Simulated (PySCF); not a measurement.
Compound: C8H15N.
Atom-mapped SMILES: `[CH3:1][N:2]([CH3:3])[C@H:4]1[CH2:5][C@H:6]2[CH2:7][C@H:8]2[CH2:9]1`

Geometry (GFN2-xTB, Å), atoms numbered from 1 in this order:
```
atom  x, y, z in Å
C1    -2.298   -0.826   -0.636
N2    -1.408    0.284   -0.361
C3    -2.151    1.372    0.245
C4    -0.280   -0.122    0.467
C5     0.564   -1.231   -0.194
C6     1.973   -1.027    0.327
C7     2.803    0.007   -0.370
C8     2.066    0.364    0.884
C9     0.715    1.030    0.712
H10   -3.122   -0.471   -1.254
H11   -1.769   -1.600   -1.186
H12   -2.716   -1.270    0.282
H13   -2.556    1.107    1.235
H14   -1.511    2.244    0.354
H15   -2.980    1.637   -0.409
H16   -0.635   -0.493    1.451
H17    0.529   -1.107   -1.278
H18    0.192   -2.224    0.056
H19    2.464   -1.865    0.800
H20    3.878   -0.084   -0.320
H21    2.440    0.406   -1.306
H22    2.627    0.583    1.781
H23    0.715    1.691   -0.156
H24    0.448    1.612    1.593
```

Probes without a nucleus sit at each ring's centroid and 1 Å off its mean plane on both sides; NICS is minus the shielding there, NICSzz its component along the normal. Level: GIAO PBE0/pcSseg-1 (PySCF, non-relativistic, gas phase) on the GFN2-xTB geometry, one conformer.

Rings: 1. C4–C5–C6–C8–C9; 2. C6–C7–C8.

```csv
set,NICS(0),"NICS(1), two faces","NICS(1)zz, two faces"
P,-45.7,-8.4 / -9.2,-19.8 / -26.3
Q,-6.8,-5.2 / -3.0,-0.7 / -1.0
```

Problem. Which set (ppm) belongs to which ring?

Solution. P = 2, Q = 1.
- 1 (5-membered carbocycle; formal bonds all single): mean NICS(1)zz -0.8 ppm, near zero. C4, C5, C6, C8, C9 have four or more neighbours; no verdict on aromaticity is drawn.
- 2 (3-membered carbocycle; formal bonds all single): mean NICS(1)zz -23.0 ppm, shielded. C6, C7, C8 have four or more neighbours, and the NICS criterion for π rings isn't applied.

Problem. How do the rings differ in shape?

Solution. 
```csv
ring,bond lengths (Å),rms pucker (Å),HOMA,nearest outside atom to a NICS(1) probe (Å)
1,"1.542, 1.516, 1.501, 1.516, 1.542",0.13,–,hydrogen 1.50
2,"1.498, 1.498, 1.501",0.00,–,hydrogen 1.46
```
